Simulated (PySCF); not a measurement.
# Ionisation energy of Ni²⁺ by level of theory

Ni²⁺ [Ar] 3d8 (3F) → Ni³⁺ [Ar] 3d7 (4F), as a difference of total energies. All numbers are calculated (PySCF 2.14, the spin-free X2C one-electron Hamiltonian (Gaussian nucleus), in x2c-TZVPPall with one added diffuse shell each of s, p, d, f type (7s6p5d3f1g, 80 functions)). Correlated levels: valence: [Ar] frozen; valence and next inner shell: [Ne] frozen. The calculations carry no spin-orbit coupling.

Task: Order these methods by the ionisation energy they give, lowest first.
A. revPBE
B. MP2 (valence and next inner shell)
C. PBE
D. UHF

Result: D (32.599 eV), B (35.388 eV), A (35.672 eV), C (35.807 eV).

A first-order spin-orbit estimate (lowest level to lowest level, LS coupling) adds -0.013 eV.

Errors of the correlated levels include the incompleteness of this basis and the frozen core.

For comparison: 35.187 ± 0.019 eV (measured; NIST Atomic Spectra Database, ionization energies).
